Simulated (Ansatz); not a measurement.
`C=C[Si](O)(Cl)O[SiH3]` + HCl → `O[Si](Cl)(Cl)O[SiH3]` + ethylene  (ligand exchange at the Si–C bond)

Calculated with Ansatz (gas phase, PBE0-D4/def2-TZVP geometries, no zero-point term in ΔE). CCSD(T)/CBS adds triple-zeta CCSD(T) − MP2 to the extrapolated MP2 energy (def2 sets, frozen cores). This one scheme is used for every species. Functionals use def2-TZVPP. B3LYP here is the variant with VWN-RPA as its local correlation; programs differ in this. Each species was taken in one conformer, which may not be the lowest.

```
        level  ΔE (kcal/mol)
       r2SCAN          -22.0
        B3LYP          -22.0
HF/def2-TZVPP          -23.8
 HF/CBS(def2)          -24.0
```

Q: What does CCSD(T)/CBS give? (Best estimate.)

A: Ansatz gave: -21.0 kcal/mol. The listed levels differ from it by -1.0, -1.0, -2.8, -3.0 kcal/mol.

Largest T1 diagnostic among the species: 0.011.

In def2-TZVPP, CCSD(T) changes the Hartree–Fock value by +3.8 kcal/mol (the triples alone add +0.4 kcal/mol) and MP2 by +2.9 kcal/mol. The D4 term adds +1.2 kcal/mol with B3LYP and +0.8 kcal/mol with PBE0; it sums over pairs of atoms, weighted by their polarisabilities, and B3LYP, whose exchange is more repulsive, gets the larger term.
